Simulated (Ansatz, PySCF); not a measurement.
Reaction 2 R1 + R2 + 2 R3 → 4 P1 + P2, each structure at its B3LYP-D3(BJ)/def2-TZVP stationary point, reached from a drawn start (curvature not checked).
R1, CH4 (SMILES C) (charge 0, multiplicity 1, Z-matrix in Å and degrees):
```
C
H 1 1.0893
H 1 1.0893 2 109.47
H 1 1.0893 2 109.47 3 -120.00
H 1 1.0893 2 109.47 3 120.00
```
P1: H2 (SMILES [H][H]), charge 0, multiplicity 1.
R2: H2O (SMILES O), charge 0, multiplicity 1.
R3: SiH4 (SMILES [SiH4]), charge 0, multiplicity 1.
P2, C2H10OSi2 (SMILES C[SiH](C)O[SiH3]) (charge 0, multiplicity 1):
```xyz
15

Si    -0.544     0.199     0.396
O      1.012    -0.339     0.321
Si     2.583     0.045     0.101
C     -1.027     0.953    -1.243
C     -1.632    -1.248     0.838
H     -0.626     1.237     1.457
H      3.037     0.996     1.145
H      3.387    -1.194     0.183
H      2.783     0.670    -1.229
H     -2.052     1.331    -1.209
H     -0.968     0.214    -2.046
H     -0.373     1.787    -1.504
H     -1.328    -1.689     1.789
H     -2.675    -0.936     0.929
H     -1.577    -2.025     0.072
```

P less R. No zero-point or thermal terms. One arrangement of each flexible species, with no search for the lowest.

The values were computed with Ansatz (a program for electronic structure); PySCF for the D3/D4 terms. Each number belongs to the level named beside it.

### Question
Estimate the reaction energy that PBE-D3(BJ)/def2-TZVPP returns for this input.

### Answer
-93 kJ/mol

### Question
What reaction energy does BLYP-D3(BJ)/def2-TZVPP give?

### Answer
-105 kJ/mol

### Question
What is the computed reaction energy (BHLYP-D3(BJ)/def2-TZVPP)?

### Answer
-101 kJ/mol
